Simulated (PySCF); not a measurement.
SnCl3Br, SMILES [Cl][Sn]([Cl])([Cl])[Br]. Heavy atoms are numbered as in [Cl:1][Sn:2]([Cl:3])([Cl:4])[Br:5].

The structure is a stationary point at PBE-D3(BJ)/def2-SVP. The structure was generated by enumeration; whether it is a known compound was not checked. The def2 effective core potentials stand for the cores of Sn; spin–orbit coupling is left out.

The numbers are results of M06-2X/def2-TZVP (PySCF), not measurements.

Atomic charges (e), one atom of each kind:

```json
[
 {"atom": "Cl1", "Löwdin": "0.06", "Mulliken": "[?]"},
 {"atom": "Sn2", "Löwdin": "-0.28", "Mulliken": "[?]"},
 {"atom": "Br5", "Löwdin": "0.10", "Mulliken": "[?]"}
]
```

Fill in the missing entries. (Estimate from the structure and the level; the computed values follow.)


- Cl1, Mulliken: -0.29
- Sn2, Mulliken: 1.10
- Br5, Mulliken: -0.24
